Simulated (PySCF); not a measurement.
## Radial density of Cd (cadmium, neutral)

MN15, [Kr] 4d10 5s2, closed-shell 1S. Computed with PySCF 2.14 in def2-SVP with the def2 core potential (28 electrons) (5s3p2d1f, 31 functions), with scalar relativity through the core potential. This is the valence pseudo-density: the core potential removes the inner electrons and smooths the orbitals near the nucleus.

```csv
r (bohr),4πr²ρ (e/bohr)
0.0181,1.394e-05
0.0305,3.882e-05
0.0513,0.0001079
0.0863,0.0003634
0.145,0.003394
0.244,0.08415
0.411,2.070
0.691,16.14
1.16,14.46
1.96,3.399
3.29,0.7606
5.53,0.06724
9.30,0.0006120
```

Energies and moments cover only the electrons outside the core potential.
